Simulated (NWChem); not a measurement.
CH4AlBr; SMILES [CH3][AlH][Br]

Program: NWChem. Pople sets run with spherical d functions. Medium grid unless said otherwise, to which SCAN and Minnesota functionals are sensitive. All runs use the structure optimised with B3LYP/6-31G* (spherical d). B3LYP is NWChem's, with the RPA form of VWN correlation. Total energies of different functionals are on different scales.

| level | energy (Ha) | highest occupied level (eV) | orbital gap (eV) | dipole (D) |
|---|---|---|---|---|
| B3LYP/6-31G* | -2856.8891 | -7.65 | 6.16 | 2.22 |
| PBE/6-31G* | -2856.2460 | -6.64 | 4.60 | 2.18 |
| B97-2/6-31G* | -2857.5108 | -7.67 | 6.38 | 2.26 |
| M06-L/6-31G* | -2856.7218 | -6.87 | 5.28 | 2.09 |
| B97-D/6-31G* | -2858.1168 | -6.63 | 4.70 | 2.19 |
| M06-2X/6-31G* | -2856.8166 | -9.10 | 8.31 | 2.37 |
| TPSS/6-31G* | -2856.7769 | -6.80 | 4.89 | 2.18 |
| revPBE/6-31G* | -2856.5485 | -6.61 | 4.67 | 2.17 |
| LC-BLYP (range parameter 0.33 per bohr)/6-31G* | -2856.1621 | -10.11 | 10.54 | 2.34 |
| MN15-L/6-31G* | -2856.7858 | -7.22 | 5.30 | 2.12 |
